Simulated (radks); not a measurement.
Task: Hf+, configuration [Xe] 4f14 5d1 6s2. Calculated with a radial shooting solver on a logarithmic mesh with Libxc functionals: scalar-relativistic Kohn-Sham, PBE, spin-polarised, spherical densities, point nucleus; open shells are filled with parallel spins first (spin-orbit coupling, left out, can overturn this in heavy ions). Some entries of the table are withheld. Estimate them.

orbital  occ.  eigenvalue (hartree)  <r> (bohr)
1s down     1             -2399.646     0.01898
1s up       1             -2399.645     0.01898
2s up       1             -410.6653     0.08037
2s down     1             -410.6641     0.08037
2p up       3             -360.6002     0.07173
2p down     3             -360.5992     0.07172
3s up       1             -93.83368      0.2086
3s down     1             -93.83359      0.2086
3p up       3             -78.87953      0.2085
3p down     3             -78.87938      0.2085
3d up       5             -61.19238      0.1890
3d down     5             -61.19175      0.1890
4s up       1             -19.17671      0.4682
4s down     1             -19.17600      0.4682
4p up       3             -14.27194      0.4977
4p down     3             -14.27131      0.4977
4d up       5              -7.93660      0.5353
4d down     5              -7.93576      0.5352
5s up       1              -2.81059       1.134
5s down     1              -2.79678       1.131
5p up       3              -1.65180       1.335
5p down     3              -1.63252       1.331
4f up       7              -0.96139         (1)
4f down     7              -0.95800         (2)
6s up       1                   (3)       3.096
6s down     1                   (4)       3.136
5d up       1              -0.40330         (5)
5d down     0              -0.37940         (6)

Result: 
(1) 4f up <r> (bohr): 0.6767
(2) 4f down <r> (bohr): 0.6743
(3) 6s up eigenvalue (hartree): -0.44347
(4) 6s down eigenvalue (hartree): -0.42599
(5) 5d up <r> (bohr): 2.159
(6) 5d down <r> (bohr): 2.183
